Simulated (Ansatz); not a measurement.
Steps of a relaxation of `[SiH3]C1C=N1` with RKS PBE0-D4/def2-TZVP.

```sh
$ ansatz run in.yaml --threads 2 --pin off --events-out ev --progress --plain --max-ram 4352MiB
```

```yaml
crystal:
  periodic: [false, false, false]
  atoms:
    - {symbol: Si, position_ang: [-0.501287, 0.915127, -0.761451]}
    - {symbol: C, position_ang: [0.326941, -0.650844, -0.100314]}
    - {symbol: C, position_ang: [0.447585, -0.976855, 1.322595]}
    - {symbol: N, position_ang: [1.537491, -0.494549, 0.908769]}
    - {symbol: H, position_ang: [-1.860045, 0.584303, -1.323291]}
    - {symbol: H, position_ang: [-0.655247, 1.903911, 0.361696]}
    - {symbol: H, position_ang: [0.325239, 1.529340, -1.859173]}
    - {symbol: H, position_ang: [0.454552, -1.484929, -0.821390]}
    - {symbol: H, position_ang: [0.013269, -1.371804, 2.255559]}
basis:
  gaussian: {orbitals: def2-TZVP}
hamiltonian: {xc: pbe0, dispersion: d4}
relax: {f_tol: 0.005, max_steps: 150}
```

Positions (Å) and forces (eV/Å) along the path, 6 of 6 steps:

```xyz
9
step=1 energy=-11514.4461 eV
Si   -0.501    0.915   -0.761    0.036   -0.019    0.061
C     0.327   -0.651   -0.100    0.187   -0.168    0.057
C     0.448   -0.977    1.323    0.924    0.412   -0.338
N     1.537   -0.495    0.909   -1.504   -0.574    0.218
H    -1.860    0.584   -1.323    0.295    0.052    0.123
H    -0.655    1.904    0.362    0.034   -0.218   -0.233
H     0.325    1.529   -1.859   -0.174   -0.146    0.237
H     0.455   -1.485   -0.821   -0.051    0.428    0.438
H     0.013   -1.372    2.256    0.252    0.233   -0.562
9
step=2 energy=-11514.4901 eV
Si   -0.498    0.912   -0.754    0.051   -0.098    0.028
C     0.324   -0.647   -0.105    0.092    0.012    0.052
C     0.444   -0.967    1.311    0.262    0.104   -0.074
N     1.522   -0.493    0.902   -0.469   -0.163   -0.014
H    -1.841    0.576   -1.311    0.062    0.024    0.027
H    -0.650    1.887    0.362    0.009   -0.053   -0.055
H     0.323    1.516   -1.842   -0.047   -0.018    0.055
H     0.450   -1.475   -0.811   -0.014    0.131    0.133
H     0.014   -1.356    2.231    0.054    0.061   -0.152
9
step=3 energy=-11514.4945 eV
Si   -0.495    0.905   -0.754    0.005   -0.011    0.010
C     0.323   -0.645   -0.105    0.045    0.036    0.007
C     0.443   -0.962    1.307   -0.015   -0.018    0.051
N     1.516   -0.492    0.898   -0.019    0.010   -0.064
H    -1.836    0.577   -1.308   -0.003   -0.004   -0.003
H    -0.646    1.875    0.362   -0.001    0.005    0.009
H     0.320    1.517   -1.836    0.004    0.001   -0.005
H     0.450   -1.472   -0.804    0.000   -0.017   -0.007
H     0.014   -1.348    2.223   -0.016   -0.003    0.003
9
step=4 energy=-11514.4947 eV
Si   -0.494    0.905   -0.753    0.000   -0.001   -0.003
C     0.325   -0.645   -0.106    0.030    0.011    0.002
C     0.443   -0.962    1.307   -0.001   -0.010    0.040
N     1.516   -0.493    0.896   -0.017    0.002   -0.035
H    -1.835    0.575   -1.308   -0.002    0.000   -0.001
H    -0.647    1.874    0.364    0.000    0.001    0.002
H     0.320    1.517   -1.836    0.001    0.004   -0.002
H     0.449   -1.473   -0.805   -0.001   -0.005   -0.004
H     0.012   -1.345    2.223   -0.008   -0.001    0.000
9
step=5 energy=-11514.4948 eV
Si   -0.493    0.905   -0.753   -0.005    0.008   -0.002
C     0.326   -0.645   -0.106    0.005   -0.009   -0.005
C     0.443   -0.961    1.307    0.002    0.000    0.011
N     1.516   -0.494    0.893   -0.003   -0.002   -0.001
H    -1.835    0.574   -1.308    0.002    0.000    0.000
H    -0.647    1.872    0.365    0.000   -0.002   -0.001
H     0.320    1.521   -1.835   -0.001   -0.001    0.001
H     0.448   -1.475   -0.804   -0.002    0.005    0.002
H     0.011   -1.342    2.224    0.000    0.001   -0.003
9
step=6 energy=-11514.4948 eV
Si   -0.493    0.905   -0.753    0.000    0.001   -0.002
C     0.326   -0.645   -0.106   -0.001   -0.003    0.001
C     0.443   -0.961    1.307    0.001    0.000   -0.001
N     1.516   -0.495    0.892    0.000    0.000    0.001
H    -1.834    0.573   -1.309    0.000    0.000    0.000
H    -0.648    1.871    0.366   -0.001    0.000   -0.001
H     0.320    1.521   -1.834    0.000    0.001    0.001
H     0.447   -1.475   -0.804   -0.001    0.001    0.000
H     0.011   -1.341    2.224    0.000    0.000    0.000
```

Hardware: 2 threads of an Arm Neoverse V2 on a shared host. Wall time 18 s, peak host memory 0.31 GiB.
